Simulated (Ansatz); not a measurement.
Reaction (SMILES): F[C]F (closed-shell singlet) → C atom + 2 F atom
B3LYP-D3(BJ)/def2-TZVP geometries, fixed; electronic energies without zero-point terms.

Basis-set convergence of the atomisation energy at B2PLYP with Ansatz (a quantum-chemistry and plane-wave program). All functions are spherical. Cores are frozen. Open shells are unrestricted. No added dispersion term, no relativity. Functions are those of the species that has most. Reference: the value in aug-pcseg-3, 257.82 kcal/mol, itself unsure by roughly 0.49 kcal/mol (its mean distance from aug-cc-pVQZ, cc-pV5Z, def2-QZVPPD). Deviations are taken from unrounded values.

```json
[
 {"basis": "pcseg-0", "functions": "27", "atomisation energy (kcal/mol)": "216.96", "minus reference (kcal/mol)": "-40.85"},
 {"basis": "pcseg-1", "functions": "42", "atomisation energy (kcal/mol)": "247.83", "minus reference (kcal/mol)": "-9.99"},
 {"basis": "aug-pcseg-1", "functions": "69", "atomisation energy (kcal/mol)": "251.58", "minus reference (kcal/mol)": "-6.24"},
 {"basis": "pcseg-2", "functions": "90", "atomisation energy (kcal/mol)": "255.62", "minus reference (kcal/mol)": "-2.19"},
 {"basis": "aug-pcseg-2", "functions": "138", "atomisation energy (kcal/mol)": "256.40", "minus reference (kcal/mol)": "-1.42"},
 {"basis": "pcseg-3", "functions": "180", "atomisation energy (kcal/mol)": "257.53", "minus reference (kcal/mol)": "-0.29"},
 {"basis": "aug-pcseg-3", "functions": "255", "atomisation energy (kcal/mol)": "257.82", "minus reference (kcal/mol)": "0.00"}
]
```

The smallest set listed that lies within 4 kcal/mol of the reference with all its larger relatives (same family, alike in diffuse functions; a set with none counts only in the reference's own line) is pcseg-2 (90 functions, -2.19 kcal/mol off).
